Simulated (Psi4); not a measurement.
diphosphane (H$_{4}$P$_{2}$), singlet, at a GFN2-xTB geometry. Base run: SVWN/STO-3G run with Psi4.

Geometry (Å):
```xyz
6

P     -0.9654    -0.4751    -0.0328
P      0.9654     0.4751     0.0328
H     -1.4902     0.3076     0.9962
H     -1.4624     0.3895    -1.0087
H      1.4624    -0.3895     1.0087
H      1.4902    -0.3076    -0.9962
```
All else is at Psi4's defaults (density fitting).
Base energy -675.41171 Eh.

Variants of this job, named by their change:

```csv
change,ΔE vs base (mEh),SCF cycles,grid points,basis functions
base,0.000,6,127670,22
dft_nuclear_scheme = stratmann,-0.001,6,119846,22
guess = sadno,0.000,7,127670,22
d_convergence = 1e-8,0.000,7,127670,22
e_convergence = 1e-8,0.000,6,127670,22
df_basis_scf = def2-universal-jkfit,0.000,6,127670,22
guess = modhuckel,0.000,7,127670,22
d_convergence = 1e-4,0.000,5,127670,22
e_convergence = 1e-4,0.000,6,127670,22
scf_initial_accelerator = ediis,0.000,6,127670,22
dft_nuclear_scheme = becke,-0.012,6,126364,22
dft_spherical_points = 110,0.400,6,46712,22
cholesky_tolerance = 1e-6 (with scf_type cd),?,6,127670,22
```

Some entries are withheld; supply them.


- cholesky_tolerance = 1e-6 (with scf_type cd), ΔE vs base (mEh): 1.538
